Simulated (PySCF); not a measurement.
# Reading the logs of faulty runs: BH5NSi2

These are calculations, not measurements. They come from PySCF 2.14.0, an open-source quantum chemistry program, on an isolated molecule that a program drew, which may never have been made. The molecule is BH5NSi2 (charge 0, doublet), drawn as the SMILES string `[BH][SiH]=N[SiH3]`.

Each row is a Hartree-Fock (HF) and frozen-core CCSD(T) single point in the cc-pV(D+d)Z basis, meant for a local HF minimum. Run 1 is clean. Each other run has one planted mistake out of seven kinds, and not every kind appears here: one electron removed, one electron added, multiplicity raised by two, geometry at a saddle point, minimal basis STO-3G, one bond length entered in bohr, all coordinates scaled. The reference is restricted for singlets and unrestricted otherwise, and also for a bond in bohr. Adding or removing an electron swaps singlet and doublet. Electrons count all cores. HOMO and LUMO are orbital energies over both spins, the gradient is its largest component, and the lowest frequency (negative if imaginary) is given only where the gradient is small. Bond lengths are over the 8 bonds as drawn. T1 is the CCSD diagnostic: over 0.02 (restricted) or 0.045 (unrestricted) a single reference is doubtful.

Geometry of the clean run:
```xyz
9
BH5NSi2, angstrom
B    -2.0938   -0.4479    0.0750
Si   -0.5786    0.6841   -0.4107
N     0.2898    0.5450   -1.7014
Si    0.8622    0.0133   -3.2011
H    -3.2147   -0.8228    0.1444
H    -0.2808    1.6559    0.6593
H     0.0558   -1.0980   -3.7788
H     2.2578   -0.4802   -3.0893
H     0.8484    1.1161   -4.1948
```

| run | electrons | basis functions | <S^2> | HOMO (eV) | LUMO (eV) | gradient (hartree/bohr) | lowest frequency (cm^-1) | mean bond (Å) | longest bond (Å) | T1 | HF (hartree) | CCSD(T) (hartree) | mistake |
|---|---|---|---|---|---|---|---|---|---|---|---|---|---|
| 1 | 45 | 99 | 0.782 | -9.21 | 0.35 | 1.2e-05 | 40 | 1.5405 | 1.953 | 0.0212 | -659.83482 | -660.31513 | no fault |
| 2 | 46 | 99 | 0.000 | -1.28 | 6.53 | 6.8e-02 | - | 1.5405 | 1.953 | 0.0186 | -659.84081 | -660.35546 | one electron added |
| 3 | 44 | 99 | 0.000 | -14.94 | -7.10 | 6.0e-02 | - | 1.5405 | 1.953 | 0.0368 | -659.53475 | -660.02068 | one electron removed |
| 4 | 45 | 99 | 0.793 | -9.19 | 0.37 | 1.4e-02 | - | 1.5682 | 1.988 | 0.0222 | -659.83179 | -660.31556 | ? |
| 5 | 45 | 33 | 1.152 | -6.06 | 6.43 | 5.6e-02 | - | 1.5405 | 1.953 | 0.0484 | -652.06828 | -652.27848 | ? |

**Which mistake was planted in run 4, and what did it cost?**

The mean and the longest bond both change by the same factor, 1.018, and the gradient is no longer small. So the mistake is: all coordinates scaled. Subtracting run 1 and multiplying by 627.51 kcal/mol a hartree, the energy moved by 1.9 kcal/mol in HF and -0.3 kcal/mol in CCSD(T).

**Which mistake was planted in run 5, and what did it cost?**

It has 33 basis functions where the clean run has 99, with the same electrons and geometry. So the mistake is: minimal basis STO-3G. Subtracting run 1 and multiplying by 627.51 kcal/mol a hartree, the energy moved by 4873.6 kcal/mol in HF and 5043.1 kcal/mol in CCSD(T).

Cautions from the logs. Run 3: T1 is over the limit, so its CCSD(T) energy is less reliable; run 5: T1 is over the limit, so its CCSD(T) energy is less reliable.
